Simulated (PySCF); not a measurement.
Deuteron quadrupole couplings in `CCC[P@@](C)(=O)C(C)C`

Compound: C7H17OP.
Geometry (GFN2-xTB, Å), atoms numbered from 1 in this order:
```
atom  x, y, z in Å
C1     3.7110    0.3016    0.3876
C2     2.4547   -0.2922   -0.2367
C3     1.1893    0.2258    0.4346
P4    -0.2694   -0.6818   -0.2402
C5    -0.5844    0.0496   -1.8950
O6    -0.0617   -2.1351   -0.2935
C7    -1.6971   -0.2100    0.8493
C8    -2.9120   -1.0145    0.4059
C9    -1.9857    1.2824    0.8935
H10    3.7674    0.0508    1.4446
H11    3.7113    1.3861    0.2924
H12    4.6003   -0.0854   -0.1040
H13    2.4707   -1.3805   -0.1478
H14    2.4280   -0.0490   -1.3016
H15    1.0848    1.3015    0.2928
H16    1.2265    0.0160    1.5078
H17    0.2423   -0.2416   -2.5399
H18   -0.6699    1.1308   -1.8662
H19   -1.4958   -0.3910   -2.2933
H20   -1.3944   -0.5564    1.8465
H21   -3.7142   -0.9392    1.1384
H22   -3.2863   -0.6516   -0.5501
H23   -2.6369   -2.0617    0.2939
H24   -2.2943    1.6428   -0.0852
H25   -2.7940    1.4811    1.5959
H26   -1.1113    1.8442    1.2134
```

Level: PBE0/pcSseg-1 (PySCF, non-relativistic); Q(2H) = 0.00286 b; rigid geometry, the same for H and D, with no vibrational averaging.

Question: Rank these positions by the coupling χzz of a deuteron there, largest first.
A. H14 (methylene hydrogen)
B. H20 (methine hydrogen)
C. H18 (methyl hydrogen)
D. H11 (methyl hydrogen)

Answer: C (217 kHz), D (211 kHz), A (204 kHz), B (196 kHz).

What are Vzz, η and χzz (234.96 MHz × Q × Vzz) at all hydrogens?

```json
{"atom": "H10", "bonded to": "C1", "bond length (Å)": "1.088", "Vzz (au)": "0.3145", "η": "0.02", "χzz (kHz)": "211"}
{"atom": "H11", "bonded to": "C1", "bond length (Å)": "1.089", "Vzz (au)": "0.3135", "η": "0.02", "χzz (kHz)": "211"}
{"atom": "H12", "bonded to": "C1", "bond length (Å)": "1.087", "Vzz (au)": "0.3165", "η": "0.02", "χzz (kHz)": "213"}
{"atom": "H13", "bonded to": "C2", "bond length (Å)": "1.092", "Vzz (au)": "0.2954", "η": "0.02", "χzz (kHz)": "198"}
{"atom": "H14", "bonded to": "C2", "bond length (Å)": "1.093", "Vzz (au)": "0.3031", "η": "0.04", "χzz (kHz)": "204"}
{"atom": "H15", "bonded to": "C3", "bond length (Å)": "1.090", "Vzz (au)": "0.3115", "η": "0.01", "χzz (kHz)": "209"}
{"atom": "H16", "bonded to": "C3", "bond length (Å)": "1.094", "Vzz (au)": "0.3024", "η": "0.02", "χzz (kHz)": "203"}
{"atom": "H17", "bonded to": "C5", "bond length (Å)": "1.088", "Vzz (au)": "0.3157", "η": "0.01", "χzz (kHz)": "212"}
{"atom": "H18", "bonded to": "C5", "bond length (Å)": "1.085", "Vzz (au)": "0.3226", "η": "0.00", "χzz (kHz)": "217"}
{"atom": "H19", "bonded to": "C5", "bond length (Å)": "1.088", "Vzz (au)": "0.3165", "η": "0.01", "χzz (kHz)": "213"}
{"atom": "H20", "bonded to": "C7", "bond length (Å)": "1.098", "Vzz (au)": "0.2921", "η": "0.01", "χzz (kHz)": "196"}
{"atom": "H21", "bonded to": "C8", "bond length (Å)": "1.089", "Vzz (au)": "0.3142", "η": "0.02", "χzz (kHz)": "211"}
{"atom": "H22", "bonded to": "C8", "bond length (Å)": "1.089", "Vzz (au)": "0.3129", "η": "0.03", "χzz (kHz)": "210"}
{"atom": "H23", "bonded to": "C8", "bond length (Å)": "1.089", "Vzz (au)": "0.3050", "η": "0.01", "χzz (kHz)": "205"}
{"atom": "H24", "bonded to": "C9", "bond length (Å)": "1.088", "Vzz (au)": "0.3142", "η": "0.02", "χzz (kHz)": "211"}
{"atom": "H25", "bonded to": "C9", "bond length (Å)": "1.089", "Vzz (au)": "0.3123", "η": "0.02", "χzz (kHz)": "210"}
{"atom": "H26", "bonded to": "C9", "bond length (Å)": "1.087", "Vzz (au)": "0.3154", "η": "0.02", "χzz (kHz)": "212"}
```

How does χzz go with the bond length over the 17 C–H bonds?

A straight-line fit has a slope of -15.9 kHz for each 0.01 Å, with a correlation coefficient of -0.91, over lengths from 1.085 to 1.098 Å. The longer bonds have the smaller couplings here.

The structure is a single GFN2-xTB conformer in the gas phase; no vibrational or solvent corrections. GFN2-xTB bond lengths can be off by several hundredths of an ångström, more for odd bonds, and the gradients follow them. The small basis limits the accuracy of the gradients.
